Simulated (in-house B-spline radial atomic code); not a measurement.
Configurations of the niobium ion Nb²⁺, with energies counted from [Kr] (4d3/2)3. Computed with a radial B-spline atomic code at the basis-set limit: Dirac-Hartree-Fock, average of each configuration as written, Fermi nucleus of rms radius 4.324 fm. Energies include first-order Breit, QED and recoil terms.

Occupations are held fixed; configurations that lie above the ionisation limit could autoionise.

| configuration | E - E(ref) (eV) | highest orbital | its <r> (bohr) |
| --- | --- | --- | --- |
| [Kr] (4d5/2)2 5s1 | 3.2935 | 5s1/2 | 3.068 |
| [Ar] 3d10 4s2 (4p1/2)2 (4p3/2)3 (4d3/2)1 (4d5/2)2 (5p1/2)1 | 42.764 | 5p1/2 | 3.575 |
| [Ar] 3d10 4s2 (4p1/2)2 (4p3/2)3 (4d3/2)1 (4d5/2)2 (5g7/2)1 | 54.28 | 5g7/2 | 9.151 |
| [Ar] 3d10 4s2 (4p1/2)1 (4p3/2)4 (4d5/2)3 (7f7/2)1 | 57.12 | 7f7/2 | 21.39 |

(1) Order these further configurations by energy, lowest first.
A. [Kr] (4d3/2)2 (4d5/2)1
B. [Kr] (4d3/2)2 (5p3/2)1
C. [Ar] (3d3/2)4 (3d5/2)5 4s2 4p6 (4d3/2)3 6s1
D. [Ar] 3d10 4s2 (4p1/2)2 (4p3/2)3 (4d3/2)3 (6f5/2)1
E. [Kr] (4d5/2)3

Results:

(1) A (0.44899 eV), E (0.63517 eV), B (7.7596 eV), D (53.593 eV), C (218.98 eV).
